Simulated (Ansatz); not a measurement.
Species: C8H7FSSi, SMILES `Fc1cc([SiH3])c2sccc2c1` (charge 0, multiplicity 1), formula C₈H₇FSSi.

**Question.** How many basis functions does frozen-core CCSD(T)/cc-pVDZ // PBE-D3(BJ)/def2-SVP (Ansatz, a first-principles code) use, how many core orbitals are frozen, and how many electrons are correlated?

**Answer.** 197 basis functions and 19 frozen orbitals, which leaves 56 correlated electrons. Core time is of the order of minutes.
